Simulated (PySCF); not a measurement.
GeH5Si, SMILES [SiH2][GeH3], multiplicity 2. Geometry: PBE-D3(BJ)/def2-TZVP. The isomer is the one that the SMILES or the coordinates give; other isomers of the formula were not compared.

Computed equilibrium geometry at PBE-D3(BJ)/def2-TZVP (PySCF confirms it by a frequency run) as bond lengths and angles, and its point group:
point group Cs.
Atoms: Si1 Ge2 H3 H4 H5 H6 H7. Bonded distances (Å): Si1–Ge2 2.380, Si1–H3 1.499, Si1–H4 1.499, Ge2–H5 1.547, Ge2–H6 1.547, Ge2–H7 1.552. Bond angles (°): Ge2–Si1–H3 113.3, Ge2–Si1–H4 113.3, H3–Si1–H4 109.4, Si1–Ge2–H5 109.8, Si1–Ge2–H6 109.8, Si1–Ge2–H7 112.2, H5–Ge2–H6 108.6, H5–Ge2–H7 108.2, H6–Ge2–H7 108.2.
Charge 0, spin multiplicity 2.
